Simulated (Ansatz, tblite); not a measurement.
Cost and result up the ladder for InCl2(OH) (InCl2OH) (5 atoms). Total charge 0; singlet. Geometry: PBE0-D4/def2-SVP.

Cartesian coordinates in Å:
```
In 0.093 0.312 0.282
Cl 0.082 2.605 0.624
Cl 0.860 -1.093 1.979
O -0.546 -0.430 -1.437
H -0.488 -1.394 -1.448
```

Ansatz on 4 threads of Arm Neoverse V2 on a shared host; xTB runs through tblite on one thread. Times are rough, summed over both states, and most runs start from the orbitals of an earlier one. No level here is sound enough to serve as a yardstick. The other state is a triplet.

In the def2 sets In takes a core potential; there is no spin–orbit coupling. The xTB rows come from tblite. HOMO above LUMO, or a gap near zero within one spin, warns that the state may not be the lowest or that an electron is smeared out.

xTB has no spin-polarisation term.

```tsv
level	functions	wall time	vertical triplet (eV)	remarks
GFN1-xTB	33	0.008 s	4.64	–
GFN2-xTB	32	0.009 s	3.22	–
PBE-D4/def2-TZVP	161	6.6 s	4.07	gap within one spin near zero (triplet)
r2SCAN-D4/def2-TZVP (with forces)	161	17 s	4.33	–
```
